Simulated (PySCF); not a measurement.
Planning a geometry optimisation on `CSc1ccc(B(F)F)o1`.

Method: PBE0-D3(BJ)/def2-SVP geometry optimisation, gas phase (PySCF 2.14.0). Work: geometry optimisation from a GFN2-xTB start, density fitting. A driver script takes a list of jobs; this job's settings line and coordinates (Å) are shown.

Input:
```
{"job": {"xc": "PBE0", "basis": "def2-SVP", "d3": "d3bj", "grid": 2, "kind": "geom"}, "charge": 0, "multiplicity": 1}
C     -2.416807     1.433276    -0.137719
S     -2.380068    -0.333771    -0.557644
C     -0.719549    -0.683221    -0.191043
C     -0.036889    -1.878058    -0.260714
C      1.271622    -1.581039     0.137121
C      1.324286    -0.228913     0.429558
B      2.477740     0.652539     0.900202
F      2.357560     1.945331     1.148469
F      3.693427     0.164619     1.089747
O      0.077255     0.304133     0.217996
H     -2.169725     1.557308     0.911992
H     -1.707717     1.967434    -0.762169
H     -3.428185     1.773024    -0.334251
H     -0.441696    -2.822085    -0.558706
H      2.094332    -2.262586     0.211386
```

Hardware: an Arm Neoverse V1 with one thread, no GPU, shared host with 32 logical CPUs at a one-minute load of 36. PySCF's memory limit was set to 1600 MB.

The basis has 169 functions.

Question: Which is nearest to the wall time?
A. 73 min
B. 73 s
C. 9.7 min

Answer: B. The run took 73 s. The run took 5 energy-and-gradient evaluations and 38 SCF cycles, 15 s an evaluation on average.

Q: How much memory does it need at the peak?

A: About 0.79 GiB. Peak memory is the resident size of the whole Python process, interpreter and libraries included.

Q: At this speed, how long would 20000 such jobs take on 96 cores, one job a core?

A: 20000/96 gives 209 rounds of 73 s, about 4.2 h of wall time and 410 core-hours, if the jobs don't slow each other.

The output:
```
step   0  E = -890.45972704  max force = 0.016272
step   1  E = -890.46127266  max force = 0.002433
step   2  E = -890.46134641  max force = 0.001814
step   3  E = -890.46138364  max force = 0.000573
step   4  E = -890.46138719  max force = 0.000240
optimisation converged
```

Energies in Eh; «max force» is the largest Cartesian gradient component in Eh/bohr.

Times come from a shared host and carry two figures at best.

The run converged: final energy -890.46139 Eh after 4 steps; dipole 2.16 D.
